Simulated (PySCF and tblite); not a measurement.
Results of a calculation; reference values are marked as such.
Dynamics report: rearrangement

System: C8H13N, numbered as in [CH3:1][C:2]1=[C:3]([N:4]([CH3:5])[CH3:6])[CH2:7][CH:8]=[CH:9]1.

Motion: shift of H on C7 from C7 to C8. Geometries: GFN2-xTB; energies: PBE0/pcSseg-1 + D3(BJ); zero-point and thermal terms from GFN2-xTB harmonic modes (soft modes blended into free rotors). Rates follow Eyring's equation with the number of equivalent paths and no tunnelling. (PySCF 2.14 with density fitting, tblite 0.8.)

```csv
point,symmetry,E(GFN2) kcal/mol,E(DFT) kcal/mol,ZPE change kcal/mol,lowest mode cm⁻¹,dipole D
start,C1,0.0,0.0,0.00,57,1.65
saddle,C1,31.5,28.3,-2.56,1263i,1.07
end,C1,0.2,-2.3,0.08,79,0.71
```

```
Electronic barrier                                      : 28.3 kcal/mol
Barrier with zero-point energy                          : 25.7 kcal/mol
ΔH‡ (298 K)                                             : 25.5 kcal/mol
ΔS‡ (298 K, symmetry apart)                             : -1.7 cal/(mol K)
Paths                                                   : 1 equivalent path
End point                                               : a different minimum
Mean lifetime of the start against this motion at 298 K : 21 days
Cost                                                    : 3.9 min on 1 thread of Arm Neoverse N1, on a host shared with other jobs (rough), peak memory 1 GiB, launched as `OMP_NUM_THREADS=1 python ens_run.py task.json out`
```

| T/K | ΔG‡ kcal/mol | k s⁻¹ | ΔG kcal/mol | k back s⁻¹ |
| --- | --- | --- | --- | --- |
| 350 | 26.1 | 0.00039 | -2.1 | 2×10⁻⁵ |
| 400 | 26.1 | 0.044 | -2.0 | 0.0033 |
| 500 | 26.3 | 33 | -2.0 | 4.4 |

ΔG and ΔG‡ leave out symmetry numbers and mirror images; rates count paths: 1 out, 1 back.

Tunnelling of the moving H, left out here, will speed the real process. DFT energies on a tight-binding saddle of a bond shift can be off by several kcal/mol.
